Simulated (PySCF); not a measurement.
# Bond lengths and vibrations by method: B3ClH3

Calculated results; nothing here was measured. The program is PySCF 2.14.0, an open-source quantum chemistry code, run on an isolated molecule that a program drew, which may never have been made. The molecule is B3ClH3 (charge 0, doublet), drawn as the SMILES string `[BH]BBCl`.

The geometry was optimised and harmonic frequencies were computed with HF and MP2, all in the cc-pV(D+d)Z basis, for the commonest isotopes, with a restricted reference for singlets and an unrestricted one otherwise, and a frozen core in MP2. Each result is a local minimum of its method.

Geometry at the HF minimum:
```xyz
7
B3ClH3, angstrom
B     0.6698    1.1566   -1.4128
B    -0.1534    0.2716   -0.3808
B    -0.8229   -1.2607   -0.6646
Cl    0.1211   -2.7319   -0.3490
H     1.2862    1.8221   -2.1709
H    -0.3296    0.7596    0.7097
H    -1.9399   -1.4484   -1.0506
```

Lengths of the bonds as drawn, in Å (atoms numbered as above):
| bond | HF | MP2 |
|---|---|---|
| B1-B2 | 1.589 | 1.581 |
| B2-B3 | 1.696 | 1.694 |
| B3-Cl4 | 1.776 | 1.762 |
| B1-H5 | 1.182 | 1.192 |
| B2-H6 | 1.208 | 1.214 |
| B3-H7 | 1.197 | 1.207 |

Rotational constants, in GHz:
| constant | HF | MP2 |
|---|---|---|
| A | 19.62 | 19.29 |
| B | 2.609 | 2.666 |
| C | 2.455 | 2.504 |

Harmonic frequencies in cm^-1, each column in rising order, so a row needn't be the same motion in every method:
```
rank,HF,MP2
1,94,84
2,201,161
3,237,218
4,433,518
5,611,548
6,621,589
7,746,719
8,853,844
9,915,879
10,944,917
11,1112,?
12,1238,1208
13,2650,2610
14,2734,2663
15,2881,2812
```

**Estimate the missing MP2 frequency from the HF column.**

A single factor s that minimises the squared misfit of MP2 against s times HF over the other rows is sum(HF x MP2) / sum(HF^2) = 0.9768, with an rms misfit of 32 cm^-1. For rank 11 it gives 0.9768 x 1112 = 1086 cm^-1. The calculation gives 1083 cm^-1, 3 cm^-1 below the estimate. The drawn bonds are on average 0.1 % longer in MP2 than in HF.
